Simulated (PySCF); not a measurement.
C4H7NO, SMILES C(=N\C)(/C=O)C. Atoms are numbered in the order given.

```xyz
13

C      1.8192    -1.3434    -0.5492
N      1.0813    -0.1019    -0.6611
C     -0.0047     0.0239    -0.0077
C     -0.6488    -0.9861     0.9019
C     -0.6969     1.3510    -0.1924
O     -1.7334     1.6496     0.3441
H      1.2178    -2.2014    -0.9004
H      2.7352    -1.2929    -1.1546
H      2.1044    -1.5529     0.4976
H     -1.5790    -0.5761     1.3163
H      0.0290    -1.2524     1.7293
H     -0.8758    -1.9147     0.3531
H     -0.1466     2.0348    -0.8827
```

Geometry: ωB97X-D3(BJ)/def2-SVP. The structure was generated by enumeration; whether it is a known compound was not checked. One conformer was computed; it need not be the lowest.

Method: TDDFT-LC-ωPBE/def2-SVPD run with PySCF.

Vertical excitations. 

Q: Estimate the UV-visible absorptions. (The exact figures need the calculation; the answer reports its results.)

A: 
```json
[
 {"state": "S1", "energy (eV)": "3.68", "λ (nm)": "337", "f": "0.000", "main pairs": "HOMO→LUMO 85 %"},
 {"state": "S2", "energy (eV)": "4.59", "λ (nm)": "270", "f": "0.001", "main pairs": "HOMO−1→LUMO 79 %"},
 {"state": "S3", "energy (eV)": "6.80", "λ (nm)": "182", "f": "0.391", "main pairs": "HOMO−2→LUMO 96 %"},
 {"state": "S4", "energy (eV)": "7.49", "λ (nm)": "166", "f": "0.000", "main pairs": "HOMO→LUMO+4 69 %"},
 {"state": "S5", "energy (eV)": "7.96", "λ (nm)": "156", "f": "0.007", "main pairs": "HOMO→LUMO+1 73 %"},
 {"state": "S6", "energy (eV)": "8.05", "λ (nm)": "154", "f": "0.002", "main pairs": "HOMO−3→LUMO 37 %, HOMO−1→LUMO+4 28 %, HOMO→LUMO+4 14 %, HOMO−5→LUMO 9 %"},
 {"state": "S7", "energy (eV)": "8.42", "λ (nm)": "147", "f": "0.012", "main pairs": "HOMO−1→LUMO+1 38 %, HOMO→LUMO+2 30 %, HOMO→LUMO+3 11 %, HOMO−1→LUMO+3 8 %"},
 {"state": "S8", "energy (eV)": "8.73", "λ (nm)": "142", "f": "0.000", "main pairs": "HOMO−1→LUMO+4 39 %, HOMO−3→LUMO 27 %, HOMO−7→LUMO 24 %"},
 {"state": "S9", "energy (eV)": "8.92", "λ (nm)": "139", "f": "0.000", "main pairs": "HOMO−7→LUMO 56 %, HOMO−3→LUMO 20 %"},
 {"state": "S10", "energy (eV)": "9.04", "λ (nm)": "137", "f": "0.018", "main pairs": "HOMO−2→LUMO+1 86 %"},
 {"state": "T1", "energy (eV)": "3.04", "λ (nm)": "407", "f": "0", "main pairs": "HOMO→LUMO 86 %"},
 {"state": "T2", "energy (eV)": "3.81", "λ (nm)": "325", "f": "0", "main pairs": "HOMO−1→LUMO 78 %"},
 {"state": "T3", "energy (eV)": "4.02", "λ (nm)": "308", "f": "0", "main pairs": "HOMO−2→LUMO 85 %"},
 {"state": "T4", "energy (eV)": "6.04", "λ (nm)": "205", "f": "0", "main pairs": "HOMO−4→LUMO 44 %, HOMO−6→LUMO 21 %, HOMO−2→LUMO+4 14 %, HOMO−9→LUMO 7 %"}
]
```
Triplets are in the Tamm–Dancoff approximation, which puts them higher than full response would, so one can lie above its singlet here.
